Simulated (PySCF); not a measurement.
# AsH₂: from structure and modes to constants

All numbers come from UPBE in PySCF with As def2-TZVP, H def2-TZVP; no relativity; density-fitted integrals.

The doublet minimum has C2v symmetry. Masses (u): As 74.92160, H 1.00782.

```xyz
3
charge 0 multiplicity 2, angstrom
As   -0.0196    0.0208    0.0000
H     0.7286   -0.7715    1.0892
H     0.7286   -0.7715   -1.0892
```

Harmonic wavenumbers (cm⁻¹): 967.2 (a1, ×1), 2109.4 (a1, ×1), 2123.0 (b2, ×1).

**Question.** Find the principal moments of inertia and the rotational constants. What kind of rotor is it?

**Answer.** About the centre of mass I = 2.331, 2.3914, 4.7224 u Å². With B = 16.8576/I this gives 7.232, 7.049, 3.57 cm⁻¹. The molecule is an asymmetric top with κ = 0.90.

**Question.** Give the standard entropy (298.15 K, 1 bar) by its translational, rotational, vibrational and spin parts, and Cp.

**Answer.** Sackur–Tetrode with M = 76.94 u gives 163.0; rotation with symmetry number 2 gives 56.4; vibration 0.5; spin R ln 2 = 5.8. The total is 225.6 J/(mol K), and Cp = 4 R + 1.8 = 35.1 J/(mol K).

This need not be the most stable arrangement of these atoms.
